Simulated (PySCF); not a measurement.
## 17O chemical shifts

- GFN2-xTB structure
- PBE0/pcSseg-1 with gauge-including orbitals
- program: PySCF 2.14
- rapidly exchanging positions averaged, one conformer, isolated molecule, relativity neglected

Shieldings were converted by a linear fit to measured shifts: 17O (scatter 10.7 ppm rms, 12.2 ppm with the 3 outliers that the fit left out vs liquid water, solution or neat liquid). A few per cent of atoms miss by over 2 rms, more outside the fitted compound classes.

Match the shifts 284.5, 149.5, 69.3, 0.5, -34.0 ppm to `CC(C)(C)c1cpco1`, `C/N=C/CO[SiH3]`, `C=COC(=C)[SiH3]`, `COc1cp(C)cc1C`, `C/N=C/[Si@H]1CC[SiH2]O1`.

Answers

284.5: CC(C)(C)c1cpco1 (aromatic ring oxygen); 149.5: C=COC(=C)[SiH3] (ether oxygen); 69.3: COc1cp(C)cc1C (ether oxygen); 0.5: C/N=C/[Si@H]1CC[SiH2]O1 (oxygen bonded to 2 Si, in a 5-membered ring); -34.0: C/N=C/CO[SiH3] (oxygen bonded to C, Si).
